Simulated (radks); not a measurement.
Question: All-electron atom: I38+ in [Ne] 3s2 3p3. All-electron calculation, Dirac Kohn-Sham, PBE, spin-unpolarised, spherical densities, finite nucleus; open shells fill j = l - 1/2 first; Fermi nuclear charge, rms radius 4.75 fm. Program: a radial shooting solver on a logarithmic mesh with Libxc functionals. Some entries of the table are withheld. Estimate them.

orbital,occ.,eigenvalue (hartree),<r> (bohr),r(max) (bohr)
1s1/2,2,-1294.329,0.02722,(1)
2s1/2,2,-266.7908,0.1152,0.09865
2p1/2,2,(2),0.09707,(3)
2p3/2,4,(4),0.1025,(5)
3s1/2,2,(6),0.2818,0.2670
3p1/2,2,-99.84235,(7),(8)
3p3/2,1,-97.05251,(9),(10)

Answer: 
(1) 1s1/2 r(max) (bohr): 0.01754
(2) 2p1/2 eigenvalue (hartree): -256.2189
(3) 2p1/2 r(max) (bohr): 0.07563
(4) 2p3/2 eigenvalue (hartree): -244.9537
(5) 2p3/2 r(max) (bohr): 0.08032
(6) 3s1/2 eigenvalue (hartree): -103.6723
(7) 3p1/2 <r> (bohr): 0.2679
(8) 3p1/2 r(max) (bohr): 0.2514
(9) 3p3/2 <r> (bohr): 0.2762
(10) 3p3/2 r(max) (bohr): 0.2598
